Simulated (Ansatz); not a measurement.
Reaction (cleavage of the B–Si bond): `[SiH3]O[SiH2]BS` + `N[SiH3]` → `[SiH3]NBS` + disiloxane

Calculated with Ansatz (gas phase, PBE0-D4/def2-TZVP geometries, no zero-point term in ΔE). CCSD(T)/CBS adds triple-zeta CCSD(T) − MP2 to the extrapolated MP2 energy (def2 sets, frozen cores). This one scheme is used for every species. Functionals use def2-TZVPP. One conformer a species, not always the lowest.

(1) Is it downhill or uphill in electronic energy at CCSD(T)/CBS, and by how much? (Best estimate.)

(2) What do these levels give: B2PLYP, PBE0, MP2/def2-TZVPP, MP2/def2-QZVPP, HF/CBS(def2), MP2/CBS(def2)? (An estimate is asked.)

Largest T1 diagnostic among the species: 0.014.

## Answers

(1) Computed: Downhill: ΔE = -118.3 kJ/mol.

(2) The calculation gave: B2PLYP -123.9, PBE0 -113.7, MP2/def2-TZVPP -126.6, MP2/def2-QZVPP -125.6, HF/CBS(def2) -139.5, MP2/CBS(def2) -124.4 kJ/mol.

From r2SCAN to r2SCAN0 (25 % exact exchange), in def2-TZVPP and without D4, ΔE moves by −3.7 kJ/mol. Leaving LDA and LC-ωPBE aside and taking each functional with its dispersion term where it has one, the values, not all of them listed here, spread over 19.2 kJ/mol, from BHLYP-D4 to PBE-D4. LDA lies −3.2 kJ/mol from PBE without D4.
